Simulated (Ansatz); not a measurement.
Geometry optimisation, Ansatz 0.2.0, DFT LDA, scalar-relativistic, plane waves, PAW.

Input file:

```yaml
accuracy: low
crystal:
  lattice:
    - [0.0, 5.43, 5.43]
    - [5.43, 0.0, 5.43]
    - [5.43, 5.43, 0.0]
  atoms:
    - { symbol: Si, position: [0.0, 0.0, 0.0] }
    - { symbol: Si, position: [0.125, 0.125, 0.125] }
    - { symbol: Si, position: [0.0, 0.0, 0.5] }
    - { symbol: Si, position: [0.125, 0.125, 0.625] }
    - { symbol: Si, position: [0.0, 0.5, 0.0] }
    - { symbol: Si, position: [0.125, 0.625, 0.125] }
    - { symbol: Si, position: [0.0, 0.5, 0.5] }
    - { symbol: Si, position: [0.125, 0.625, 0.625] }
    - { symbol: Si, position: [0.5, 0.0, 0.0] }
    - { symbol: Si, position: [0.625, 0.125, 0.125] }
    - { symbol: Si, position: [0.5, 0.0, 0.5] }
    - { symbol: Si, position: [0.625, 0.125, 0.625] }
    - { symbol: Si, position: [0.5, 0.5, 0.0] }
    - { symbol: Si, position: [0.625, 0.625, 0.125] }
    - { symbol: Si, position: [0.5, 0.5, 0.5] }
    - { symbol: Si, position: [0.625, 0.625, 0.625] }
    - { symbol: B, position: [0.8165243, 0.8164404, 0.5600714], spin: 1.0 }
magnetization:
  spin_polarized: true
basis:
  ecutwfc: 420.0
kpoints:
  mp_grid: { grid: [2, 2, 2] }
hamiltonian:
  xc: lda
  pseudopotentials: { kind: paw, azcp: { folder: soft_1 } }
scf:
  occupations: { method: fermi_dirac, width: 0.02 }
  lower_state_search: "off"
relax:
  f_tol: 0.08
  max_steps: 25
  adjacent_minimum: "off"
```

Command:

```bash
$ ansatz run input.yaml --threads 1 --pin off --max-ram 3072MiB --backend cpu --events-out ev --progress --plain --runs-dir out
```

Where does it end, and by what steps?

It converged. The threshold is loose, so the end isn't yet a minimum. Limits of this set-up: coarse k mesh, PAW files made for another functional, low accuracy level. After 2 steps the energy has fallen by 0.155 eV; Si3 moved furthest, 0.06 Å.

| step | energy less start (eV) | largest force component (eV/Å) | accepted |
| --- | --- | --- | --- |
| 0 | 0.0000 | 0.541 | yes |
| 1 | -0.1437 | 0.152 | yes |
| 2 | -0.1550 | 0.040 | yes |

```xyz
17
Lattice="0.0000 5.4300 5.4300 5.4300 0.0000 5.4300 5.4300 5.4300 0.0000" Properties=species:S:1:pos:R:3
Si 0.023 0.023 -0.021
Si 1.346 1.346 1.373
Si 2.676 2.676 0.008
Si 4.098 4.098 1.331
Si 2.728 0.012 2.708
Si 4.064 1.351 4.085
Si 5.428 2.678 2.746
Si 6.822 4.077 4.033
Si 0.012 2.728 2.708
Si 1.351 4.065 4.085
Si 2.678 5.428 2.746
Si 4.077 6.822 4.033
Si 2.724 2.724 5.425
Si 4.052 4.052 6.810
Si 5.404 5.404 5.455
Si 6.819 6.819 6.786
B 7.473 7.473 8.857
```

Whether the end is a true minimum wasn't checked by a vibrational analysis.

Run time: 67 s on 1 thread of Arm Neoverse V1, with other jobs on the host, peak memory 0.61 GiB.
